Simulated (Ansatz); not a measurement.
Correlation energies of `B[AsH2]` by basis set

```xyz
6

B    -0.808    0.087    0.457
As    0.712    0.443   -0.759
H    -1.778   -0.467    0.037
H    -0.812    0.568    1.549
H     1.875    0.254    0.189
H     0.812   -0.885   -1.474
```

Total charge 0; spin multiplicity 1. Correlated methods include outer-core shells of As, which these sets cover unevenly. Scalar relativity is left out up to krypton. All single points use the PBE0-D4/def2-TZVP geometry. Frozen core, restricted reference, Ansatz 0.2.0.

```csv
basis,HF (Eh),MP2 corr.,CCSD corr.,(T),CCSD(T) total
def2-SVP,-2260.88310,-0.32710,-0.35549,-0.00968,-2261.24827
def2-TZVPP,-2261.19111,-0.38143,-0.40927,-0.01434,-2261.61472
def2-QZVPP,-2261.23777,-0.67088,–,–,–
```
